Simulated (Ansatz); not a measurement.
Two members of one family (Same ligands, another metal), computed with Ansatz in the gas phase. HOMO and LUMO are taken over both spins. Binding counts from free atoms in the multiplicity of their measured ground term, without zero-point energy. The spins of the ions were chosen, not always searched. A dash marks a value that wasn't run or was left out as unsound. The structures are stationary points that may keep the symmetry of their start. Remarks come from the PBE and PBE0 runs and from stability tests at other levels; not every state was tested. A HOMO above zero means that the electron is unbound at that level and held by the basis, or that self-interaction error raises the level; the energy of removing that electron tells which. HOMO above LUMO (over both spins in singlets and doublets, within one spin in higher multiplets; at PBE or PBE0), or a gap under 0.15 eV within one spin, warns that the state may not be the lowest or that an electron is smeared out.

First: CuMe2 (doublet, charge 0, r2SCAN-D4/def2-TZVP geometry; reduced ion singlet).

```xyz
9

Cu    0.000    0.000    0.000
C    -1.659   -0.385   -0.904
H    -2.510   -0.057   -0.298
H    -1.756   -1.461   -1.084
H    -1.700    0.133   -1.869
C     1.659    0.385    0.904
H     1.794    1.467    1.013
H     2.507   -0.014    0.336
H     1.666   -0.067    1.902
```

| level | HOMO (eV) | LUMO (eV) | gap (eV) | vertical EA (eV) | binding per atom (eV) |
| --- | --- | --- | --- | --- | --- |
| r2SCAN-D4/def2-TZVP | -5.72 | -5.59 | 0.13 | – | 3.37 |
| r2SCAN-D4/def2-TZVPD | -5.72 | -5.59 | 0.13 | 2.43 | 3.37 |
| PBE0-D4/def2-SVP | -6.48 | -4.47 | 2.01 | – | 3.38 |
| PBE0-D4/def2-TZVPD | -6.64 | -4.43 | 2.20 | 2.38 | 3.33 |
| LC-ωPBE/def2-TZVP | -9.16 | -2.12 | 7.04 | – | 3.31 |

Metal–donor distances: 2 × C 1.93 Å. Remarks: HOMO above LUMO, gap within one spin near zero, HOMO above zero (-1 singlet).

Second: MnMe2 (sextet, charge 0, r2SCAN-D4/def2-TZVP geometry; reduced ion quintet).

```xyz
9

Mn   -0.028   -0.009   -0.014
C    -0.158    1.875   -0.850
H     0.764    2.160   -1.374
H    -0.340    2.652   -0.098
H    -0.970    1.954   -1.582
C     0.154   -1.876    0.848
H    -0.593   -2.587    0.473
H     0.035   -1.843    1.938
H     1.137   -2.326    0.657
```

Q: Estimate how these quantities change from the first to the second (second minus first).

A: 
```
               level  Δ HOMO (eV)  Δ LUMO (eV)  Δ gap (eV)  Δ vertical EA (eV)  Δ binding per atom (eV)
 r2SCAN-D4/def2-TZVP         0.20         3.09        2.88                   –                     0.12
r2SCAN-D4/def2-TZVPD         0.21         3.09        2.88               -2.03                     0.12
    PBE0-D4/def2-SVP         0.14         2.64        2.50                   –                     0.10
  PBE0-D4/def2-TZVPD         0.18         2.54        2.36               -2.06                     0.14
   LC-ωPBE/def2-TZVP        -0.01         2.32        2.33                   –                     0.17
```

Metal–donor distances: 2 × C 2.06 Å. Remarks: spin-contaminated (⟨S²⟩ up to 1.96) (doublet), spin-contaminated (⟨S²⟩ up to 4.73) (quartet), HOMO above zero (-1 quintet), spin-contaminated (⟨S²⟩ up to 6.25) (-1 quintet).
